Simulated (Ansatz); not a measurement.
Gas-phase electronic energies from Ansatz, PBE0-D4/def2-TZVP geometries. CCSD(T)/CBS is the MP2 limit (def2-TZVPP, def2-QZVPP) plus CCSD(T) − MP2 in def2-TZVPP, frozen cores. Functionals use def2-TZVPP. Each species was taken in one conformer, which may not be the lowest.

Consider the isomerisation: `C[SiH2]C=O` → `CC(=O)[SiH3]`.

`C[SiH2]C=O`:

```xyz
10

C     0.936    1.052   -0.324
Si    0.127   -0.305    0.658
C    -1.362   -1.018   -0.333
O    -1.669   -0.598   -1.421
H     0.219    1.849   -0.531
H     1.292    0.665   -1.282
H     1.784    1.477    0.216
H    -0.411    0.170    1.964
H     1.047   -1.443    0.937
H    -1.961   -1.849    0.116
```

`CC(=O)[SiH3]`:

```xyz
10

C     1.006   -0.059    1.111
C     0.246   -0.668   -0.031
O     0.410   -1.814   -0.378
Si   -1.056    0.370   -1.023
H     0.303    0.302    1.869
H     1.691   -0.785    1.548
H     1.558    0.819    0.760
H    -0.614    0.404   -2.439
H    -1.183    1.759   -0.505
H    -2.361   -0.327   -0.912
```

| level | ΔE (kJ/mol) |
| --- | --- |
| r2SCANh | 11.5 |
| HF/def2-SVP | 5.5 |

**Question.** What does CCSD(T)/CBS give? (Estimate.)

**Answer.** Ansatz gave: +13.7 kJ/mol. The listed levels differ from it by -2.2, -8.2 kJ/mol.

Largest T1 diagnostic among the species: 0.015.

At CCSD(T), def2-SVP lies −11.5 kJ/mol from the extrapolated value and def2-TZVPP −0.3 kJ/mol. Leaving LDA and LC-ωPBE aside and taking each functional with its dispersion term where it has one, the values, not all of them listed here, spread over 4.8 kJ/mol, from PBE-D4 to ωB97M-V. LDA lies −6.2 kJ/mol from PBE without D4.
